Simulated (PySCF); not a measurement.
# Structure elucidation problem

Molecular formula: C$_{7}$H$_{13}$OPSi. Simulated spectra:

1H NMR (600 MHz, computed): δ 8.86 (m, 1H), 4.81 (m, 3H), 1.49 (s, 9H).

13C{1H} NMR (computed): δ 186.0 (CH), 181.6 (C), 120.8 (C), 38.8 (C), 31.6 (CH3, 3C).

Gas phase, fast rotation and ring inversion assumed for equivalent nuclei, single conformer, no relativistic terms. Shielding tensors at PBE0/pcSseg-1 (GIAO); GFN2-xTB geometry; PySCF 2.14.

Referencing at the same level of theory: 1H (31.72 ppm), 13C (186.93 ppm) against TMS.

Propose a structure and justify it.

Results:


- 5 carbon signals for 7 carbons: some carbons are equivalent by symmetry or fast rotation.
- Carbon types of the structure: 3 × C, 1 × CH, 3 × CH3, leaving 3 H on heteroatoms.
- δC 186.0: aromatic CH next to the ring oxygen.
- δC 181.6: substituted aromatic carbon next to the ring oxygen.
- δC 120.8: substituted aromatic carbon.
- δC 38.8: quaternary sp3 carbon on an aromatic ring; saturated and bonded to C and H only.
- δC 31.6: methyl carbon; saturated and bonded to C and H only.
- δH 8.86: hydrogen on an aromatic CH next to the ring oxygen; ring-current deshielding.
- δH 1.49: hydrogen on a methyl carbon.

These data were computed for `InChI=1S/C7H13OPSi/c1-7(2,3)5-6(10)9-4-8-5/h4H,1-3,10H3`.

The data come from this structure; uniqueness wasn't tested.

Splittings by 31P in the carbon and heteronuclear signals aren't shown, as no couplings were computed. Shifts are as computed. Against solution values, carbons near 30 ppm lie about +3 ppm off and those near 130 ppm about +5 ppm. Of 1211 compounds with measured shifts, 218 miss one by over three times the rms of a fit or turn the order of signals round; such compounds aren't used in these exercises. Multiplicities follow the n + 1 count of equivalent neighbours, as no J values were calculated; m marks all less simple cases, F and P coupling included.
